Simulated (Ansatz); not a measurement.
C8H18Cl2Si, SMILES `CC(C)C[Si](Cl)(Cl)CC(C)C` at its PBE0-D4/def2-TZVP geometry, where that method's forces vanish. Total charge 0; spin multiplicity 1.

| atom | x (Å) | y (Å) | z (Å) |
| --- | --- | --- | --- |
| C1 | 1.551 | 0.150 | 1.626 |
| C2 | 0.388 | -0.571 | 2.291 |
| C3 | 0.862 | -1.861 | 2.947 |
| C4 | -0.753 | -0.863 | 1.312 |
| Si5 | -1.588 | 0.594 | 0.499 |
| Cl6 | -1.901 | 2.059 | 1.919 |
| Cl7 | -3.456 | -0.045 | -0.108 |
| C8 | -0.710 | 1.397 | -0.939 |
| C9 | 0.048 | 0.478 | -1.902 |
| C10 | -0.871 | -0.507 | -2.609 |
| C11 | 0.825 | 1.308 | -2.914 |
| H12 | 2.356 | 0.333 | 2.342 |
| H13 | 1.965 | -0.448 | 0.808 |
| H14 | 1.252 | 1.119 | 1.218 |
| H15 | -0.008 | 0.083 | 3.076 |
| H16 | 1.269 | -2.549 | 2.199 |
| H17 | 1.647 | -1.664 | 3.681 |
| H18 | 0.042 | -2.372 | 3.458 |
| H19 | -1.548 | -1.415 | 1.825 |
| H20 | -0.400 | -1.525 | 0.510 |
| H21 | -1.458 | 1.982 | -1.488 |
| H22 | -0.019 | 2.128 | -0.505 |
| H23 | 0.776 | -0.098 | -1.317 |
| H24 | -0.307 | -1.128 | -3.310 |
| H25 | -1.643 | 0.021 | -3.176 |
| H26 | -1.382 | -1.174 | -1.911 |
| H27 | 0.143 | 1.906 | -3.526 |
| H28 | 1.518 | 1.994 | -2.419 |
| H29 | 1.404 | 0.669 | -3.587 |

(1) For each bond, give half the difference of the two atoms' forces along it (eV/Å; positive pushes the atoms apart) under PBE-D4, r2SCAN-D4, B3LYP-D4, ωB97M-V in def2-TZVPP. (Estimate.)

## Answers

(1) Computed: 
```json
{"bond": "C1–H13", "length (Å)": "1.095", "PBE-D4": "0.11", "r2SCAN-D4": "-0.03", "B3LYP-D4": "-0.06", "ωB97M-V": "-0.06"}
{"bond": "C2–C3", "length (Å)": "1.522", "PBE-D4": "0.02", "r2SCAN-D4": "0.08", "B3LYP-D4": "0.15", "ωB97M-V": "0.12"}
{"bond": "C2–C4", "length (Å)": "1.531", "PBE-D4": "0.01", "r2SCAN-D4": "0.11", "B3LYP-D4": "0.14", "ωB97M-V": "0.12"}
{"bond": "C3–H16", "length (Å)": "1.095", "PBE-D4": "0.11", "r2SCAN-D4": "-0.03", "B3LYP-D4": "-0.06", "ωB97M-V": "-0.06"}
{"bond": "C3–H18", "length (Å)": "1.093", "PBE-D4": "0.10", "r2SCAN-D4": "-0.04", "B3LYP-D4": "-0.07", "ωB97M-V": "-0.07"}
{"bond": "C4–Si5", "length (Å)": "1.866", "PBE-D4": "-0.03", "r2SCAN-D4": "-0.05", "B3LYP-D4": "-0.03", "ωB97M-V": "-0.08"}
{"bond": "C4–H19", "length (Å)": "1.096", "PBE-D4": "0.11", "r2SCAN-D4": "-0.02", "B3LYP-D4": "-0.10", "ωB97M-V": "-0.06"}
{"bond": "Si5–Cl6", "length (Å)": "2.064", "PBE-D4": "0.18", "r2SCAN-D4": "0.05", "B3LYP-D4": "0.15", "ωB97M-V": "0.06"}
{"bond": "C8–H21", "length (Å)": "1.097", "PBE-D4": "0.12", "r2SCAN-D4": "-0.01", "B3LYP-D4": "-0.09", "ωB97M-V": "-0.06"}
{"bond": "C8–H22", "length (Å)": "1.096", "PBE-D4": "0.11", "r2SCAN-D4": "-0.03", "B3LYP-D4": "-0.11", "ωB97M-V": "-0.06"}
{"bond": "C9–C10", "length (Å)": "1.522", "PBE-D4": "0.01", "r2SCAN-D4": "0.09", "B3LYP-D4": "0.16", "ωB97M-V": "0.13"}
{"bond": "C9–C11", "length (Å)": "1.523", "PBE-D4": "0.02", "r2SCAN-D4": "0.09", "B3LYP-D4": "0.15", "ωB97M-V": "0.12"}
{"bond": "C10–H26", "length (Å)": "1.092", "PBE-D4": "0.10", "r2SCAN-D4": "-0.04", "B3LYP-D4": "-0.10", "ωB97M-V": "-0.06"}
{"bond": "C11–H28", "length (Å)": "1.093", "PBE-D4": "0.10", "r2SCAN-D4": "-0.04", "B3LYP-D4": "-0.07", "ωB97M-V": "-0.07"}
```

B3LYP here is the variant with VWN-RPA as its local correlation; programs differ in this.
